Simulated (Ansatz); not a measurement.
Reactions of CH₄ClGaO₂ (`C[O][Ga]([OH])[Cl]`).

Isolated molecules relaxed with PBE0-D4/def2-TZVP in Ansatz; ΔE leaves out vibrations. CCSD(T)/CBS adds triple-zeta CCSD(T) − MP2 to the extrapolated MP2 energy (def2 sets, frozen cores). This one scheme is used for every species, atoms too. DFT in def2-TZVPP. No spin–orbit coupling; open shells (•) take unrestricted orbitals. Spin–orbit coupling would lower the free atoms: a little for C, Cl, O; clearly for Ga. For Ga outer-core shells are correlated without core-valence functions, so the limit isn't a true one: a few kJ/mol of doubt a bond, and 10 to 20 or more in all where bonds break to atoms. Scalar relativity is left out up to krypton. Each species was taken in one conformer, which may not be the lowest.

| reaction | ωB97X-V (eV) | B2PLYP (eV) | r2SCAN-D4 (eV) | CCSD(T)/CBS(def2) (eV) |
| --- | --- | --- | --- | --- |
| `C[O][Ga]([OH])[Cl]` + dimethylamine → `C[N](C)[Ga]([OH])[Cl]` + CH₃OH | 0.11 | 0.13 | 0.11 | 0.04 |
| `C[O][Ga]([OH])[Cl]` + HCl → `C[O][Ga]([Cl])[Cl]` + H₂O | -0.58 | -0.56 | -0.60 | -0.60 |
| `C[O][Ga]([OH])[Cl]` + CH₄ → `C[O][Ga]([CH3])[Cl]` + H₂O | 0.65 | 0.69 | 0.66 | 0.57 |
| `C[O][Ga]([OH])[Cl]` → `[OH][Ga][Cl]`• + `C[O]`• | 4.00 | 3.90 | 3.73 | 4.24 |
| `C[O][Ga]([OH])[Cl]` + H–F → `[OH][Ga]([F])[Cl]` + CH₃OH | -0.30 | -0.29 | -0.29 | -0.18 |
| `C[O][Ga]([OH])[Cl]` + H₂ → `[OH][GaH][Cl]` + CH₃OH | 0.22 | 0.24 | 0.27 | 0.27 |
| `C[O][Ga]([OH])[Cl]` + CH₃OH → `C[O][Ga]([OH])[O]C` + HCl | 0.69 | 0.68 | 0.71 | 0.66 |
| `C[O][Ga]([OH])[Cl]` → `[OH][GaH][Cl]` + `C=O` | 1.56 | 1.45 | 1.58 | 1.56 |
| `C[O][Ga]([OH])[Cl]` → C• + Cl• + Ga• + 4 H• + 2 O• | 33.29 | 32.79 | 33.37 | 33.41 |
| `C[O][Ga]([OH])[Cl]` + H₂S → `[OH][Ga]([SH])[Cl]` + CH₃OH | -0.39 | -0.38 | -0.43 | -0.41 |

Largest T1 diagnostic: 0.019, for `C[O]`•.
